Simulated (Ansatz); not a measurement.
Spectroscopic constants of GeO, closed-shell singlet (the spin of the measured ground state). No spin–orbit coupling. Ge is treated without relativity.

D_e counts from the fitted minimum to each atom's lowest state at the same level, without counterpoise. The singlet is restricted.

Correlated levels freeze the inner cores; with def2 sets outer-core shells near the valence are correlated too. CBS(a, b) extrapolates the correlation energy as X⁻³ and adds the Hartree–Fock energy of set b.

The values were computed with Ansatz (a quantum-chemistry and plane-wave program). Values without a source in brackets are computed.

PBE/def2-TZVPP gives 707.2 kJ/mol for the bond energy D_e.

Question: Predict the shift from PBE, with its sign, for: r2SCAN/def2-TZVPP, B3LYP/def2-TZVPP, wB97M-V/def2-TZVPP, B2PLYP/def2-TZVPP, CCSD(T)/CBS(def2-TZVPP, def2-QZVPP).

Answer: r2SCAN/def2-TZVPP -41.4; B3LYP/def2-TZVPP -52.2; wB97M-V/def2-TZVPP -51.7; B2PLYP/def2-TZVPP -32.8; CCSD(T)/CBS(def2-TZVPP, def2-QZVPP) -25.2 kJ/mol. 0 of 5 lie above PBE; the widest gap is to B3LYP/def2-TZVPP.
